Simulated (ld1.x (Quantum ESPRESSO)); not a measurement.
## Cs (Z = 55), TM: configuration errors across variants

* Element: caesium
* Generator: ld1.x (Quantum ESPRESSO) 7.5
* Type: norm-conserving Troullier–Martins (Kleinman–Bylander form)
* Functional: PBE
* Relativity: scalar-relativistic
* Frozen core: [Xe]
* Valence charge: 1
* Reference configuration: 5d0.5 6s0.5 6p0
* Partial waves: 6s (bound): rc 4.20 bohr; 6p (bound, empty): rc 2.05 bohr; 5d (bound): rc 4.20 bohr
* Local potential: all-electron potential smoothed inside 2.25 bohr (lloc = -1)
* Core correction: a·sin(br)/r model core, default radius (core density twice the valence density)

All-electron excitation energies from the reference (eV): (1) 5d0 6s1 6p0 -0.843; (2) 5d0 6s0.5 6p0 0.628; (3) 5d0 6s0 6p1 0.528; (4) 5d1 6s0 6p0 0.829.

For the base: The 6p radius (2.05 bohr) lies inside the outermost node of the all-electron wave (2.61 bohr), which a nodeless pseudo-wave cannot match soundly.

Tests that are not counted but printed errors over 1 eV. “local potential all-electron potential smoothed inside 2.38 bohr (lloc = -1)”: 5d0 6s0 6p1 (solver errors, printed error -1.2 eV). “local potential all-electron potential smoothed inside 2.62 bohr (lloc = -1)”: 5d0 6s0 6p1 (solver errors, printed error -1.2 eV). “local potential all-electron potential smoothed inside 3.40 bohr (lloc = -1)”: 5d0 6s0 6p1 (solver errors, printed error -1.2 eV). “local potential all-electron potential smoothed inside 3.92 bohr (lloc = -1)”: 5d0 6s0 6p1 (solver errors, printed error -1.2 eV). “local potential all-electron potential smoothed inside 4.82 bohr (lloc = -1)”: 5d0 6s0 6p1 (solver errors, printed error -1.2 eV).

A true bound ghost makes a file unfit for plane-wave use even where its test errors are small: the radial tests pick states by their node count and pass the ghost by. Where a test does run into it, the solver fails or the error is huge.

Errors AE − PS in meV (a dash: test not solved or not reliable):

| change | (1) | (2) | (3) | (4) | bound ghosts |
| --- | --- | --- | --- | --- | --- |
| base | +2.3 | -0.2 | +4.6 | +1.3 | s, p |
| local potential all-electron potential smoothed inside 1.88 bohr (lloc = -1) | +2.3 | +0.4 | +4.6 | +1.3 | s, p |
| local potential all-electron potential smoothed inside 2.38 bohr (lloc = -1) | +2.3 | -0.3 | – | +1.3 | s, p |
| local potential all-electron potential smoothed inside 2.62 bohr (lloc = -1) | +2.3 | -0.4 | – | +1.3 | s, p |
| local potential all-electron potential smoothed inside 3.40 bohr (lloc = -1) | +2.3 | -1.0 | – | +1.3 | p, s |
| local potential all-electron potential smoothed inside 3.92 bohr (lloc = -1) | +2.3 | +1.5 | – | +1.3 | p |
| local potential all-electron potential smoothed inside 4.82 bohr (lloc = -1) | +2.3 | -0.4 | – | +1.3 | p |

Give the same row for: local potential all-electron potential smoothed inside 4.20 bohr (lloc = -1).

+2.3, -0.5, –, +1.3; bound ghosts: p. Not counted: 5d0 6s0 6p1 (solver errors, printed error -1.2 eV).
